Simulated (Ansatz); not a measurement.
Basis-set extrapolation for C$_{2}$H$_{9}$AlOSi (PBE0-D4/def2-TZVP geometry, frozen core, Ansatz 0.2.0). Multiplicity 1, RHF reference.

```tsv
	def2-TZVPP	def2-QZVPP
HF	-686.739119	-686.762766
MP2 correlation	-0.804075	-0.860861
CCSD(T) correlation	-0.894580	not run
```

Energies in hartree. Use E(X) = E(∞) + A·exp(−7.88·√X) for Hartree–Fock and E(X) = E(∞) + B·X^(−2.97) for correlation, with X = 3 and 4, and add CCSD(T) minus MP2 of the smaller set to the MP2 limit.

What is the CCSD(T) energy at the basis-set limit?

HF limit: -686.762766 + (-0.023647) × 0.13774 = -686.76602. MP2 limit: -0.860861 + (-0.056786) × 0.74074 = -0.90292. Higher-order term: -0.894580 − (-0.804075) = -0.09051. Total: -687.75945 hartree, 78.9 kcal/mol below CCSD(T)/def2-TZVPP.
